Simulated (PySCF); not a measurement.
How methods differ on the excitation energy of Te⁺

Te⁺ [Kr] 4d10 5s2 5p3 (4S) → Te⁺ [Kr] 4d10 5s2 5p2 5d1 (high-spin determinant), as a difference of total energies. Computed with PySCF 2.14 in aug-cc-pwCVTZ-DK3, with the spin-free X2C one-electron Hamiltonian (Gaussian nucleus). Correlated levels: valence: [Kr] 4d10 frozen; valence and next inner shell: [Ar] 3d10 frozen. The calculations carry no spin-orbit coupling.

| method | excitation energy (cm⁻¹) |
| --- | --- |
| UHF | 90327 |
| LDA | 85666 |
| PBE | 84437 |
| PBE0 | 86802 |
| r2SCAN | 88790 |
| HSE06 | 86368 |
| B2PLYP | 87168 |
| BLYP | 83729 |
| MP2 (valence) | 89302 |
| SCS-MP2 (valence) | 89229 |
| MP2 (valence and next inner shell) | 90198 |
| SCS-MP2 (valence and next inner shell) | 89764 |

A first-order spin-orbit estimate (lowest level to lowest level, LS coupling) adds -0.408 eV.

The promoted electron is Rydberg-like, and one or two diffuse shells describe it only roughly, which tends to raise the upper state.

The determinant of the upper state mixes LS terms, which raises its energy above the lowest term, most at the Hartree-Fock and MP2 levels.
